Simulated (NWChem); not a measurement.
System: AlHBr$_{2}$; SMILES [AlH]([Br])[Br]

Input file for NWChem:

```
start job
memory heap 200 mb stack 900 mb global 1100 mb
geometry units angstroms noautosym nocenter noautoz
  Al     0.000000     0.000000    -0.876636
  H      0.000000     0.000000    -2.445500
  Br    -1.949505     0.000000     0.266905
  Br     1.949505     0.000000     0.266905
end
basis spherical
  * library pcsseg-1
end
dft
  xc xpbe96 cpbe96
  iterations 150
end
property
  shielding 3 1 2 3
end
task dft property
```

Structure relaxed at the B3LYP/6-31G* (spherical d) level.

GIAO values for the isolated, static molecule; σ is the absolute isotropic shielding, δ = σ(reference) − σ with the isolated reference molecule computed at the same levels (1H: tetramethylsilane). Spin-orbit effects, on the heavy nuclei and on their neighbours, are missing.

Atoms are numbered as in the input.

### Question
Give the results of this calculation. (PBE/pcSseg-1, GIAO.) Quantities: σ Al1 (ppm); δ H2 (ppm); σ Br3 (ppm).

### Answer
```json
{
  "σ Al1 (ppm)": "335.9",
  "δ H2 (ppm)": "5.58",
  "σ Br3 (ppm)": "2375.4"
}
```
